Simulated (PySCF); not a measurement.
Ligand exchange on a metal centre used in film growth or etching (Y F-OH). Isolated molecules, 0 K electronic values unless said otherwise. One relaxed conformer stands for each flexible species; it need not be the lowest.

Calculation: PBE-D3(BJ)/def2-TZVP // TPSS-D3(BJ)/def2-SVP run with PySCF. All candidates: neutral, multiplicity 1. 

```json
{
  "HOMO": "-8.56 eV",
  "LUMO": "-3.16 eV",
  "HOMO–LUMO gap": "5.40 eV"
}
```

Q: Identify which member has these values.
(A) [Y(F)3]
(B) [Y(OH)3]
(C) [Y(F)2(OH)]
(D) [Y(F)(OH)2]

A: A, [Y(F)3]. The others give [Y(F)2(OH)]: -7.06 eV, -2.78 eV, 4.28 eV; [Y(OH)3]: -6.20 eV, -2.10 eV, 4.11 eV; [Y(F)(OH)2]: -6.70 eV, -2.43 eV, 4.27 eV
